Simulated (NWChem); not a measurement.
System: CH4Cd; SMILES [CH3][CdH]

NWChem input:

```
start job
memory heap 200 mb stack 900 mb global 1100 mb
geometry units angstroms noautosym nocenter noautoz
  Cd    -0.040075    -0.286517    -0.004471
  H     -0.069266    -1.963758    -0.007964
  C     -0.011599     1.827286    -0.001890
  H      0.851439     2.212459     0.563404
  H     -0.926330     2.229688     0.461094
  H      0.051008     2.223648    -1.027397
end
basis spherical
  Cd library def2-svpd
  H library def2-svpd
  C library def2-svpd
end
ecp
  Cd library def2-ecp
end
dft
  xc bhlyp
  iterations 150
end
tddft
  nroots 8
  notriplet
end
task tddft energy
```

Geometry: optimised at PBE0/def2-SVP. def2 effective core potentials on Cd; no spin-orbit coupling.

Vertical excitations in the gas phase.

Problem. Give the results of this calculation. (BHandHLYP/def2-SVPD with def2 effective core potentials on Cd, full TDDFT.) Quantities: lowest excitation, singlet (eV); oscillator strength of that lowest state; lowest state with f > 0.02, singlet (eV); oscillator strength of that bright state; orbital gap (eV).

Solution. The lowest excitation, singlet (eV) is 5.75. The oscillator strength of that lowest state comes out as 0.000, the lowest state with f > 0.02, singlet (eV) comes out as 6.90 and the oscillator strength of that bright state comes out as 0.371. The orbital gap (eV) is 8.43.
